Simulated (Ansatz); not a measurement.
Ansatz (a first-principles code) input (PBE0/6-31G*):

Ansatz 0.2 input:
```yaml
crystal:
  periodic: [false, false, false]
  atoms:
    - {symbol: C, position_ang: [-1.90075495, 0.29902125, 0.01157465]}
    - {symbol: C, position_ang: [-1.05964596, -0.55464905, 0.52081191]}
    - {symbol: C, position_ang: [0.39585359, -0.82121586, 0.53875355]}
    - {symbol: C, position_ang: [1.13716603, 0.16544316, -0.25245602]}
    - {symbol: N, position_ang: [1.67288936, 0.96265292, -0.88426463]}
    - {symbol: H, position_ang: [-2.96872122, 0.23020595, 0.18694617]}
    - {symbol: H, position_ang: [-1.55907494, 1.12373960, -0.61690052]}
    - {symbol: H, position_ang: [0.60685723, -1.81895025, 0.14297134]}
    - {symbol: H, position_ang: [0.77500114, -0.80516275, 1.56473087]}
basis:
  gaussian:
    orbitals: 6-31G*
hamiltonian:
  xc: {name: PBE0}
magnetization: {spin_polarized: true, initial_magnetization: 1}
```

End of the output:

```
integrals: 0.03 GiB planned
843 factors; integrals over basis functions are off by at most 8.4e-4 eV
mean field: 0.40 GiB planned
mean field evaluation 1: about -5687.0216 eV, gradient 3.5e1 eV
mean field evaluation 2: about -5680.7631 eV, gradient 5.1e1 eV
mean field evaluation 4: about -5692.4424 eV, gradient 1.5e0 eV
mean field evaluation 8: about -5692.7458 eV, gradient 5.2e-1 eV
mean field evaluation 16: about -5692.7488 eV, gradient 1.7e-3 eV
mean field -5692.74883258 eV, -209.2046609136 hartree, gradient 4.1e-5 eV, S^2 0.764454; 0 other end points of the search recorded, 0 dependent functions left out
reference -5692.74884866 eV, -209.2046615045 hartree; 18, 17 occupied and 65, 66 virtual orbitals, 843 factors
Total energy: -5692.74884866 eV, -209.2046615045 hartree
```

It need not be the lowest isomer of its formula.
